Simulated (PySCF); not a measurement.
Si(Cl)(OH)2(NH2) (ClH₄NO₂Si), SMILES [Si](O)(Cl)(O)N. Atoms are numbered in the order given.

```xyz
9

N      1.7910    -0.3024    -0.1578
Si     0.1232    -0.0224    -0.3382
O     -0.2384     1.3801    -1.1297
O     -0.6250    -1.2054    -1.2022
Cl    -0.6169     0.0646     1.5935
H      2.1325    -0.7294     0.6945
H      2.3552    -0.5537    -0.9617
H      0.1214     2.1860    -0.7476
H     -1.4774    -0.9682    -1.5809
```

Geometry optimised at PBE0-D3(BJ)/def2-SVP. The values are those of a single conformer.

These are KT2/pcSseg-1 in PySCF values and carry that method's errors.

GIAO shieldings, no solvent; atoms listed in one row are averaged. δ = σ(ref) − σ: ¹⁵N against NH3 (σ = 266.2 ppm); ²⁹Si against TMS (σ = 361.9 ppm); ¹⁷O against H2O (σ = 330.4 ppm); ³⁵Cl against HCl (σ = 945.4 ppm); ¹H against TMS (σ = 31.47 ppm), references at their B3LYP-D3(BJ)/def2-TZVP geometries, non-relativistic (without spin–orbit terms, shifts of atoms bonded to Cl or Br come out too high).

Q: Estimate the chemical shifts. (An estimate is asked for; the answer gives what the named calculation found.)

A: 
```json
[
 {"nucleus": "¹⁵N", "atoms": "N1", "count": "1", "δ (ppm)": "35.3"},
 {"nucleus": "²⁹Si", "atoms": "Si2", "count": "1", "δ (ppm)": "-34.1"},
 {"nucleus": "¹⁷O", "atoms": "O3", "count": "1", "δ (ppm)": "79.8"},
 {"nucleus": "¹⁷O", "atoms": "O4", "count": "1", "δ (ppm)": "70.6"},
 {"nucleus": "³⁵Cl", "atoms": "Cl5", "count": "1", "δ (ppm)": "61.1"},
 {"nucleus": "¹H", "atoms": "H9", "count": "1", "δ (ppm)": "2.38"},
 {"nucleus": "¹H", "atoms": "H8", "count": "1", "δ (ppm)": "2.07"},
 {"nucleus": "¹H", "atoms": "H6", "count": "1", "δ (ppm)": "1.25"},
 {"nucleus": "¹H", "atoms": "H7", "count": "1", "δ (ppm)": "1.09"}
]
```
